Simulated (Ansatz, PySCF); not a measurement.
C3H5ClOSi, SMILES C1C=CO[Si@@H]1Cl. Atoms are numbered in the order given.

```xyz
11

Cl     1.8383    -0.0225    -0.9469
Si     0.4343    -0.0721     0.5771
C     -0.9270    -1.3475     0.2815
C     -2.0845    -0.4248    -0.0528
C     -1.8309     0.8870     0.0763
O     -0.5790     1.2884     0.4831
H      1.1706    -0.0658     1.8584
H     -1.1262    -1.9598     1.1798
H     -0.6847    -2.0464    -0.5361
H     -3.0582    -0.7970    -0.3766
H     -2.5282     1.7068    -0.1100
```

Geometry optimised at B3LYP-D3(BJ)/def2-SVP. The structure was generated by enumeration; whether it is a known compound was not checked. One conformer was computed; it need not be the lowest.

Two levels are set side by side: PBE-D3(BJ)/def2-SVP (Ansatz, an electronic-structure program) and B3LYP-D3(BJ)/def2-SVP (Ansatz). Each level has its own optimised geometry; the coordinates shown are those of the second. Frequencies come from the Hessian of PySCF at each geometry. Differences are taken from unrounded values.

```json
[
 {"quantity": "mean bond length (Å)", "B3LYP-D3(BJ)": "1.433", "PBE-D3(BJ)": "1.441", "PBE-D3(BJ) minus B3LYP-D3(BJ)": "0.008"},
 {"quantity": "bond Cl1–Si2 (Å)", "B3LYP-D3(BJ)": "2.073", "PBE-D3(BJ)": "2.078", "PBE-D3(BJ) minus B3LYP-D3(BJ)": "0.005"},
 {"quantity": "bond Si2–C3 (Å)", "B3LYP-D3(BJ)": "1.889", "PBE-D3(BJ)": "1.894", "PBE-D3(BJ) minus B3LYP-D3(BJ)": "0.005"},
 {"quantity": "bond Si2–O6 (Å)", "B3LYP-D3(BJ)": "1.699", "PBE-D3(BJ)": "1.716", "PBE-D3(BJ) minus B3LYP-D3(BJ)": "0.017"},
 {"quantity": "bond C3–C4 (Å)", "B3LYP-D3(BJ)": "1.517", "PBE-D3(BJ)": "1.516", "PBE-D3(BJ) minus B3LYP-D3(BJ)": "-0.002"},
 {"quantity": "bond C4–C5 (Å)", "B3LYP-D3(BJ)": "1.342", "PBE-D3(BJ)": "1.353", "PBE-D3(BJ) minus B3LYP-D3(BJ)": "0.010"},
 {"quantity": "bond C5–O6 (Å)", "B3LYP-D3(BJ)": "1.376", "PBE-D3(BJ)": "1.379", "PBE-D3(BJ) minus B3LYP-D3(BJ)": "0.003"},
 {"quantity": "bond Si2–H7 (Å)", "B3LYP-D3(BJ)": "1.478", "PBE-D3(BJ)": "1.492", "PBE-D3(BJ) minus B3LYP-D3(BJ)": "0.014"},
 {"quantity": "bond C3–H8 (Å)", "B3LYP-D3(BJ)": "1.105", "PBE-D3(BJ)": "1.113", "PBE-D3(BJ) minus B3LYP-D3(BJ)": "0.008"},
 {"quantity": "bond C3–H9 (Å)", "B3LYP-D3(BJ)": "1.103", "PBE-D3(BJ)": "1.111", "PBE-D3(BJ) minus B3LYP-D3(BJ)": "0.008"},
 {"quantity": "bond C4–H10 (Å)", "B3LYP-D3(BJ)": "1.092", "PBE-D3(BJ)": "1.100", "PBE-D3(BJ) minus B3LYP-D3(BJ)": "0.008"},
 {"quantity": "bond C5–H11 (Å)", "B3LYP-D3(BJ)": "1.092", "PBE-D3(BJ)": "1.101", "PBE-D3(BJ) minus B3LYP-D3(BJ)": "0.009"},
 {"quantity": "highest harmonic wavenumber (cm⁻¹)", "B3LYP-D3(BJ)": "3220", "PBE-D3(BJ)": "3152", "PBE-D3(BJ) minus B3LYP-D3(BJ)": "-68"},
 {"quantity": "mean harmonic wavenumber (cm⁻¹)", "B3LYP-D3(BJ)": "1225", "PBE-D3(BJ)": "1189", "PBE-D3(BJ) minus B3LYP-D3(BJ)": "-36"},
 {"quantity": "zero-point energy (kcal/mol)", "B3LYP-D3(BJ)": "47.27", "PBE-D3(BJ)": "45.89", "PBE-D3(BJ) minus B3LYP-D3(BJ)": "-1.38"}
]
```

Exact exchange shortens and stiffens bonds; PBE has none. Differences between two approximate levels are no errors against the true value.
